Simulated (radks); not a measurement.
Question: The mean radii <r> (bohr) of the occupied orbitals of an atom or ion are listed with their occupations. All-electron calculation, scalar-relativistic Kohn-Sham, LDA (Slater exchange, Perdew-Wang correlation), spin-polarised, spherical densities, finite nucleus; Fermi nuclear charge, rms radius of each element as measured or else 0.836 A^(1/3) + 0.57 fm. Program: a radial shooting solver on a logarithmic mesh with Libxc functionals.

orbital  occ.      <r>
1s up       1  0.01688
1s down     1  0.01688
2s up       1  0.07122
2s down     1  0.07121
2p up       3  0.06430
2p down     3  0.06430
3s up       1   0.1836
3s down     1   0.1835
3p up       3   0.1846
3p down     3   0.1845
3d up       5   0.1671
3d down     5   0.1671
4s up       1   0.3873
4s down     1   0.3872
4p up       3   0.4050
4p down     3   0.4048
4d up       5   0.4116
4d down     5   0.4112
4f up       1   0.3933
5s up       1   0.7205
5s down     1   0.7199
5p up       3   0.7614

Name the element and its charge. Open shells, if any, are filled with parallel spins first.

Answer: Z = 79, gold, charge +27: Au27+ in [Kr] 4d10 4f1 5s2 5p3. The 1s radius gives Z: for a bare nucleus <r> = (2 gamma + 1)/(2Z) with gamma = sqrt(1 - (Z/c)^2), 0.01667 bohr for Z = 79, and screening makes it slightly larger (0.01688 here). The occupations add up to 52, and the charge is Z minus that.
